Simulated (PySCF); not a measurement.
Excitations are Tamm–Dancoff values on a coarser integration grid. The basis has no diffuse functions, so Rydberg states are missing or too high.

Cartesian coordinates (Å):
```xyz
7

O     -1.2975    -1.2684     0.2025
Ga     0.1133    -0.1931     0.0103
O      1.7162    -0.9614    -0.0246
O      0.0346     1.5913    -0.1491
H     -2.1452    -0.8140     0.2166
H      2.4287    -0.3224    -0.1305
H     -0.8502     1.9679    -0.1253
```
Charge 0, multiplicity 1.

### Question
Predict the T1 excitation (TDA), brightest of the four lowest singlets (TDA), S1 excitation (TDA), S1–T1 gap (TDA), LUMO, total energy, dipole moment and HOMO from PBE-D3(BJ)/def2-TZVP // B3LYP-D3(BJ)/def2-TZVP (PySCF).

### Answer

```json
{
 "T1 excitation (TDA)": "5.02 eV",
 "brightest of the four lowest singlets (TDA)": "6.34 eV",
 "S1 excitation (TDA)": "5.31 eV",
 "S1–T1 gap (TDA)": "0.29 eV",
 "LUMO": "-1.97 eV",
 "total_energy": "-2152.0003 Ha",
 "dipole_moment": "2.60 D",
 "HOMO": "-7.17 eV"
}
```
